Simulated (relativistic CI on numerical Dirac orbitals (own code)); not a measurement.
## Energy levels of Sr¹⁶⁺

These numbers are calculated, not measured: Dirac-Coulomb-Breit CI, orbitals from a KLI potential per configuration, model QED, unscaled Slater integrals (own radial code, finite nucleus).

CI space (outside the closed core [Ne]): 3s2.3p6.3d4, 3s2.3p5.3d5, 3s.3p6.3d5, 3s2.3p6.3d3.4s, 3s2.3p6.3d3.4p, 3s2.3p6.3d3.4d, 3s2.3p6.3d3.4f, 3s2.3p5.3d4.4s, 3s2.3p6.3d2.4s.4p, 3s2.3p6.3d3.5s, 3s2.3p6.3d3.5p, 3p6.3d6, 3p5.3d7, 3s2.3p6.3d2.4s2, 3s2.3p6.3d.4s2.4p, 3s2.3p6.3d.4s2.4d, 3s2.3p6.3d.4s2.4f, 3s2.3p6.3d2.4p2, 3s2.3p6.3d.4s.4p2, 3s2.3p6.3d.4p3, 3s2.3p6.3d.4p2.4d, 3s2.3p6.3d.4p2.4f. Double excitations out of closed p, d and f shells are left out; levels of such configurations are missing from the list, as are those of other unlisted configurations, and high levels can miss mixing partners. These lack a partner that the ground configuration has and come out too high: 3s2.3p5.3d4.4s.

The lowest level is 3s2.3p6.3d4 5D_0, with 91 % of that term; Hund's rules for 3s2.3p6.3d4 give 5D with J = 0, in agreement.

| No. | Configuration | Term | J | E (eV) | % | Next component (%) | jj configuration (%) |
| --- | --- | --- | --- | --- | --- | --- | --- |
| 1 | 3s2.3p6.3d4 | 5D | 0 | 0.000 | 91 | 8 3P | 3d3/2^2 3d5/2^2 (51) |
| 2 | 3s2.3p6.3d4 | 5D | 1 | 0.458 | 95 | 4 3P | 3d3/2^3 3d5/2 (68) |
| 3 | 3s2.3p6.3d4 | 5D | 2 | 1.090 | 98 | 1 3P | 3d3/2^2 3d5/2^2 (66) |
| 4 | 3s2.3p6.3d4 | 5D | 3 | 1.777 | 98 | 2 3F | 3d3/2^2 3d5/2^2 (51) |
| 5 | 3s2.3p6.3d4 | 5D | 4 | 2.469 | 95 | 5 3F | 3d3/2^2 3d5/2^2 (40) |
| 6 | 3s2.3p6.3d4 | 3P | 0 | 7.381 | 82 | 10 1S | 3d3/2^4 (49) |
| 7 | 3s2.3p6.3d4 | 3H | 4 | 8.060 | 69 | 13 3G | 3d3/2^3 3d5/2 (67) |
| 8 | 3s2.3p6.3d4 | 3H | 5 | 9.050 | 86 | 14 3G | 3d3/2^2 3d5/2^2 (93) |
| 9 | 3s2.3p6.3d4 | 3P | 1 | 9.211 | 93 | 4 5D | 3d3/2^2 3d5/2^2 (44) |
| 10 | 3s2.3p6.3d4 | 3G | 3 | 9.459 | 50 | 47 3F | 3d3/2^2 3d5/2^2 (55) |
| 11 | 3s2.3p6.3d4 | 3H | 6 | 9.621 | 91 | 9 1I | 3d3/2^2 3d5/2^2 (69) |
| 12 | 3s2.3p6.3d4 | 3F | 2 | 9.774 | 93 | 5 1D | 3d3/2^2 3d5/2^2 (54) |
| 13 | 3s2.3p6.3d4 | 3F | 4 | 10.267 | 54 | 24 3H | 3d3/2 3d5/2^3 (43) |
| 14 | 3s2.3p6.3d4 | 3P | 2 | 11.237 | 82 | 16 3D | 3d3/2^2 3d5/2^2 (52) |
| 15 | 3s2.3p6.3d4 | 3G | 4 | 11.396 | 59 | 23 1G | 3d3/2^2 3d5/2^2 (80) |
| 16 | 3s2.3p6.3d4 | 3F | 3 | 11.543 | 51 | 47 3G | 3d3/2 3d5/2^3 (68) |
| 17 | 3s2.3p6.3d4 | 3G | 5 | 12.224 | 86 | 14 3H | 3d3/2 3d5/2^3 (93) |
| 18 | 3s2.3p6.3d4 | 3D | 3 | 13.252 | 93 | 3 1F | 3d3/2 3d5/2^3 (38) |
| 19 | 3s2.3p6.3d4 | 3D | 2 | 13.636 | 69 | 14 3P | 3d3/2 3d5/2^3 (35) |
| 20 | 3s2.3p6.3d4 | 1I | 6 | 13.653 | 91 | 9 3H | 3d3/2 3d5/2^3 (69) |
| 21 | 3s2.3p6.3d4 | 3D | 1 | 14.055 | 96 | 3 3P | 3d3/2 3d5/2^3 (62) |
| 22 | 3s2.3p6.3d4 | 1G | 4 | 14.891 | 68 | 17 3F | 3d5/2^4 (56) |
| 23 | 3s2.3p6.3d4 | 1S | 0 | 15.671 | 88 | 11 3P | 3d3/2 3d5/2^3 (67) |
| 24 | 3s2.3p6.3d4 | 1D | 2 | 17.308 | 77 | 10 3D | 3d3/2^2 3d5/2^2 (46) |
| 25 | 3s2.3p6.3d4 | 1F | 3 | 18.663 | 86 | 7 3F | 3d3/2 3d5/2^3 (60) |
| 26 | 3s2.3p6.3d4 | 3P | 2 | 21.412 | 94 | 4 1D | 3d3/2^2 3d5/2^2 (57) |
| 27 | 3s2.3p6.3d4 | 3F | 4 | 21.905 | 93 | 6 1G | 3d3/2^2 3d5/2^2 (76) |
| 28 | 3s2.3p6.3d4 | 3F | 2 | 22.287 | 93 | 4 1D | 3d3/2^2 3d5/2^2 (50) |
| 29 | 3s2.3p6.3d4 | 3F | 3 | 22.559 | 90 | 9 1F | 3d3/2 3d5/2^3 (89) |
| 30 | 3s2.3p6.3d4 | 3P | 1 | 23.082 | 99 |  | 3d3/2 3d5/2^3 (88) |
| 31 | 3s2.3p6.3d4 | 3P | 0 | 23.901 | 97 | 3 1S | 3d5/2^4 (56) |
| 32 | 3s2.3p6.3d4 | 1G | 4 | 24.995 | 93 | 6 3F | 3d3/2 3d5/2^3 (71) |
| 33 | 3s2.3p6.3d4 | 1D | 2 | 32.361 | 99 |  | 3d3/2^2 3d5/2^2 (55) |
| 34 | 3s2.3p6.3d4 | 1S | 0 | 41.711 | 99 | 1 3P | 3d3/2^2 3d5/2^2 (62) |
| 35 | 3p5.3d5(6S) | 7P° | 4 | 103.061 | 98 | 2 5D° | 3p3/2^3 3d3/2^2 3d5/2^3 (41) |
| 36 | 3p5.3d5(6S) | 7P° | 3 | 106.612 | 86 | 13 5P° | 3p3/2^3 3d3/2^2 3d5/2^3 (35) |
| 37 | 3p5.3d5(6S) | 7P° | 2 | 109.949 | 68 | 29 5P° | 3p3/2^3 3d3/2^3 3d5/2^2 (23) |
| 38 | 3p5.3d5(4D) | 5P° | 1 | 113.737 | 96 | 2 3P° | 3p3/2^3 3d3/2^2 3d5/2^3 (45) |
| 39 | 3p5.3d5(4G) | 5G° | 6 | 114.565 | 83 | 14 5H° | 3p3/2^3 3d3/2^2 3d5/2^3 (48) |
| 40 | 3p5.3d5(4G) | 5G° | 5 | 115.131 | 79 | 13 5H° | 3p3/2^3 3d3/2^3 3d5/2^2 (44) |
| 41 | 3p5.3d5(4P) | 5D° | 4 | 115.523 | 42 | 29 5G° | 3p3/2^3 3d5/2 (40) |
| 42 | 3p5.3d5(4G) | 5G° | 4 | 115.870 | 51 | 28 5D° | 3p3/2^3 3d3/2^2 3d5/2^3 (42) |
| 43 | 3p5.3d5(4G) | 5G° | 3 | 116.279 | 78 | 13 3F° | 3p3/2^3 3d3/2^3 3d5/2^2 (37) |
| 44 | 3p5.3d5(4G) | 5G° | 2 | 116.671 | 67 | 18 3F° | 3p3/2^3 3d3/2^2 3d5/2^3 (32) |
| 45 | 3p5.3d5(4D) | 5P° | 2 | 117.005 | 56 | 22 7P° | 3p3/2^3 3d3/2^3 3d5/2^2 (24) |
| 46 | 3p5.3d5(4D) | 5F° | 5 | 117.498 | 92 | 6 5G° | 3p3/2^3 3d3/2^2 3d5/2^3 (61) |
| 47 | 3p5.3d5(4P) | 5D° | 3 | 117.571 | 63 | 20 5F° | 3p3/2^3 3d3/2^3 3d5/2^2 (58) |
| 48 | 3p5.3d5(4G) | 5H° | 7 | 117.835 | 97 | 2 3I° | 3p3/2^3 3d3/2^2 3d5/2^3 (48) |
| 49 | 3p5.3d5(4P) | 5S° | 2 | 117.885 | 71 | 11 3P° | 3p3/2^3 3d3/2^3 3d5/2^2 (33) |
| 50 | 3p5.3d5(4D) | 5P° | 3 | 118.824 | 73 | 10 7P° | 3p3/2^3 3d3/2^2 3d5/2^3 (25) |
| 51 | 3p5.3d5(4D) | 5F° | 4 | 119.672 | 59 | 25 5D° | 3p3/2^3 3d3/2^3 3d5/2^2 (34) |
| 52 | 3p5.3d5(4P) | 5D° | 2 | 119.848 | 58 | 19 5F° | 3p3/2^3 3d3/2^2 3d5/2^3 (44) |
| 53 | 3p5.3d5(4G) | 5H° | 6 | 120.299 | 75 | 16 3H° | 3p3/2^3 3d3/2^2 3d5/2^3 (56) |
| 54 | 3p5.3d5(2F) | 3F° | 4 | 121.254 | 65 | 9 5H° | 3p3/2^3 3d3/2^3 3d5/2^2 (45) |
| 55 | 3p5.3d5(4D) | 5F° | 3 | 121.287 | 50 | 24 5D° | 3p3/2^3 3d3/2^2 3d5/2^3 (49) |
| 56 | 3p5.3d5(4P) | 5D° | 1 | 121.672 | 58 | 20 3P° | 3p3/2^3 3d3/2^2 3d5/2^3 (37) |
| 57 | 3p5.3d5(4G) | 5H° | 5 | 121.836 | 61 | 24 3H° | 3p3/2^3 3d3/2^2 3d5/2^3 (41) |
| 58 | 3p5.3d5(4D) | 5F° | 2 | 122.448 | 43 | 20 5D° | 3p3/2^3 3d3/2^2 3d5/2^3 (44) |
| 59 | 3p5.3d5(4P) | 5D° | 0 | 122.763 | 50 | 50 3P° | 3p3/2^3 3d3/2^2 3d5/2^3 (72) |
| 60 | 3p5.3d5(2F) | 3F° | 4 | 122.826 | 27 | 23 5H° | 3p3/2^3 3d3/2^3 3d5/2^2 (41) |
| 61 | 3p5.3d5(2D) | 3P° | 2 | 122.964 | 30 | 15 1D° | 3p3/2^3 3d3/2^2 3d5/2^3 (33) |
| 62 | 3p5.3d5(2F) | 3F° | 3 | 123.321 | 65 | 9 3D° | 3p3/2^3 3d3/2^3 3d5/2^2 (36) |
| 63 | 3p5.3d5(4D) | 3D° | 1 | 123.359 | 37 | 25 3P° | 3p3/2^3 3d3/2^3 3d5/2^2 (53) |
| 64 | 3p5.3d5(4D) | 5F° | 1 | 123.810 | 51 | 36 3P° | 3p3/2^3 3d3/2^2 3d5/2^3 (47) |
| 65 | 3p5.3d5(2D) | 3D° | 3 | 123.820 | 37 | 29 5P° | 3p3/2^3 3d5/2 (55) |
| 66 | 3p5.3d5(2G) | 3H° | 6 | 124.032 | 68 | 24 3I° | 3p3/2^3 3d3/2^3 3d5/2^2 (52) |
| 67 | 3p5.3d5(2D) | 3P° | 0 | 124.325 | 58 | 41 5D° | 3p3/2^3 3d3/2^2 3d5/2^3 (58) |
| 68 | 3p5.3d5(2D) | 3F° | 4 | 124.378 | 56 | 17 5H° | 3p3/2^3 3d3/2^2 3d5/2^3 (52) |
| 69 | 3p5.3d5(2D) | 3F° | 3 | 124.483 | 61 | 13 3D° | 3p3/2^3 3d3/2^2 3d5/2^3 (61) |
| 70 | 3p5.3d5(2G) | 3F° | 2 | 124.494 | 50 | 20 3D° | 3p3/2^3 3d3/2^2 3d5/2^3 (56) |

Energies count from the lowest computed level; ° marks odd parity. Percentages are summed over parent terms; the parents shown are those of the largest component, closed shells are left out there. Filled j subshells are mostly left out of the jj labels.

The mean weight of the leading LS term, summed over parents, in these 70 levels is 74 %, and that of the leading jj configuration (from the same eigenvectors) 53 %, so LS coupling describes them better.

At this charge energies of transitions that change n are usually good to better than 1 %, and those within a shell (Δn = 0) to a few per cent. Terms inside the open d or f shell come out 10 to 20 % too wide with unscaled integrals.

Landé's interval rule says that E(J) − E(J−1) = AJ with one A. For the ground term the intervals give A = 3697.4, 2547.8, 1845.4, 1396.3 cm⁻¹ for J = 1, 2, 3, 4; the multiplet is regular.

LS names give the leading component of a level, which can be under half, so a name can repeat, a term be missing and a line seem to break the LS rules.
